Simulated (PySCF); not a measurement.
# Spinor energies of Sm³⁹⁺ (samarium, charge +39)

Start: [Ar] 3d5; 3d3/2 filled at m_j = -3/2, -1/2, +1/2, +3/2; 3d5/2 filled at m_j = +5/2. Calculated with PySCF 2.14 in an even-tempered Gaussian basis (16 s from 8.1 bohr⁻², ratio 2.8; 12 p from 11 bohr⁻², ratio 2.8; 8 d from 11 bohr⁻², ratio 2.8; 3 f from 36 bohr⁻², ratio 3): generalised Hartree-Fock with the X2C-1e Hamiltonian and a Gaussian nucleus; one run each with spin-orbit coupling (SO) switched off, then screened by Boettger's factors.

```tsv
spinor shell	electrons	ε, spin-free (eV)	ε, screened SO (eV)	weight of nominal j (screened SO)	rms radius, screened SO (bohr)
1s1/2	2	-49081.8	-49071.7	1.000	0.0259
2s1/2	2	-9764.9	-9760.8	1.000	0.104
2p1/2	2	-8926.0	-9360.7	1.000	0.0894
2p3/2	4	-8926.0	-8734.2	1.000	0.0953
3s1/2	2	-3483.8	-3482.5	1.000	0.260
3p1/2	2	-3212.1	-3323.9	0.994	0.250
3p3/2	4	-3212.1	-3162.0	0.997	0.262
3d3/2	4	-2919.6	-2925.4	0.946	0.228
3d5/2	1	-2919.6	-2895.7	1.000	0.231
```

```json
{"quantity": "E (hartree)", "spin-free": "-9288.41692", "screened SO": "-9295.29394"}
{"quantity": "M_J", "spin-free": "5/2", "screened SO": "5/2"}
{"quantity": "⟨J²⟩", "spin-free": "8.750", "screened SO": "8.757"}
{"quantity": "⟨L²⟩", "spin-free": "0.000", "screened SO": "3.773"}
{"quantity": "⟨S²⟩", "spin-free": "8.750", "screened SO": "4.095"}
```

Each row is a mean over spinors that exchange with the open shell spreads, by up to 34.329 eV (3p3/2).

Breit and QED terms are absent; they matter most for the inner s and p1/2 levels.

Densities and radii are taken from the X2C orbitals without a picture-change correction, which distorts them close to the nucleus.

Without spin-orbit coupling the j labels of p, d and f shells carry no meaning; the spin-free column gives the mean over the occupied spinors of each nl shell.
